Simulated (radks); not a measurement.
Results of a calculation; reference values are marked as such.
Ionisation of the potassium ion K10+, [He] 2s2 2p5, to K11+, [He] 2s2 2p4, under several functionals. Scalar-relativistic Kohn-Sham, spin-polarised, spherical densities, finite nucleus; open shells are filled with parallel spins first; a radial shooting solver on a logarithmic mesh with Libxc functionals.

| functional | E(K10+) (hartree) | Exc (hartree) | IE (eV) | -e(HOMO) (eV) | <r> HOMO (bohr) | IE error (eV) |
|---|---|---|---|---|---|---|
| PW91 | -555.27866 | -26.27930 | 566.75 | 535.67 | 0.3345 | +1.2 |
| exchange-only LDA | -552.69354 | -23.64650 | 563.05 | 532.14 | 0.3349 | -2.5 |
| PBEsol | -554.38355 | -25.36545 | 565.80 | 534.80 | 0.3347 | +0.2 |
| exchange-only r2SCAN | -554.91654 | -25.91242 | 565.67 | 535.77 | 0.3349 | +0.1 |
| r2SCAN | -555.27167 | -26.27079 | 567.25 | 537.21 | 0.3348 | +1.7 |
| BLYP | -555.33627 | -26.33666 | 566.48 | 535.40 | 0.3345 | +0.9 |
| Wu-Cohen GGA | -554.82545 | -25.81821 | 566.41 | 535.33 | 0.3344 | +0.8 |
| LDA (Slater exchange, Perdew-Zunger correlation) | -553.57840 | -24.54048 | 566.16 | 535.04 | 0.3347 | +0.6 |
| exchange-only PBE | -554.76650 | -25.75920 | 564.59 | 533.60 | 0.3348 | -1.0 |
| XLYP | -555.46917 | -26.47183 | 566.61 | 535.53 | 0.3345 | +1.0 |
| LDA (Slater exchange, VWN5 correlation) | -553.58471 | -24.54669 | 566.08 | 535.00 | 0.3347 | +0.5 |
| exchange-only B88 | -554.93764 | -25.93668 | 564.86 | 533.86 | 0.3346 | -0.7 |

NIST Atomic Spectra Database: 566 eV (semi-empirical). Closest: exchange-only r2SCAN. The Delta-SCF values span 4.20 eV, the total energies 2.78 hartree. The highest occupied level is 2p. Open shells are spherical and high-spin; term and fine-structure splittings are not resolved.
